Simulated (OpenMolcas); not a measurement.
An atom or ion with 20 electrons was computed by MS-RASPT2, IPEA 0.25 Eh, imaginary shift 0.1 Eh with spin-orbit coupling (OpenMolcas, ANO-RCC-VTZP, DKH2). The lowest levels that the run gave, each within 12 % of the measured value where one is at hand:

```tsv
J	Parity	E (cm-1)	g
2	even	0.0	0.666
3	even	198	1.084
4	even	455	1.251
2	even	8230	1.002
0	even	11140	
1	even	11210	1.501
2	even	11350	1.499
4	even	14900	1.000
0	even	32380	
1	even	37720	0.499
2	even	37850	1.167
3	even	38050	1.334
```

Task: Which ion is it, and what are the configurations and terms?

Result: Ti2+ (Z = 22, charge +2; active space 2 electrons in 9 orbitals (RAS2 3d 4s; RAS3 4p, at most 2 electrons)). J, parity and g give the terms where levels are pure, and mixed ones are named by the computed weights; the size of the splittings, set against known spectra of the 20-electron sequence, gives the charge. In order, with the measured energies in cm-1 (Corliss and Sugar, J. Phys. Chem. Ref. Data 8, 1 (1979)): 3d2 3F2, 3d2 3F3 (185), 3d2 3F4 (420), 3d2 1D2 (8474), 3d2 3P0 (10538), 3d2 3P1 (10604), 3d2 3P2 (10721), 3d2 1G4 (14398), 3d2 1S0 (32476), 3d 4s 3D1, 3d 4s 3D2 (38199), 3d 4s 3D3 (38426).

Term energies are means over components that CASPT2 splits; among the terms shown or strongly mixed into the levels shown the widest spread is 910 cm-1 (3d2 1G). Terms from blocks run as CI alone lack orbitals of their own. A single d shell beside an s shell can misplace configurations of different d count against each other. Measured partners are found by configuration, term and J. A level has none where our copy of the source lacks it or the pairing is in doubt (some pairs that miss far off the trend of their configuration count as doubtful), and it then counts in no deviation. Levels of configurations outside the active space are missing.
